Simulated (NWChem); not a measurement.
SiH2Cl2; SMILES Cl[SiH2]Cl

Computed with NWChem. Pople sets run with spherical d functions. Structure relaxed at the PBE0/def2-SVP level.

### Question
Among these, which level gives the highest value of “highest occupied level (eV)”?
A) Hartree-Fock/3-21G
B) Hartree-Fock/6-31+G*
C) Hartree-Fock/STO-3G
D) Hartree-Fock/6-31G*

### Answer
C, Hartree-Fock/STO-3G. Values: Hartree-Fock/3-21G -12.66; Hartree-Fock/6-31+G* -12.50; Hartree-Fock/6-31G* -12.47; Hartree-Fock/STO-3G -10.68
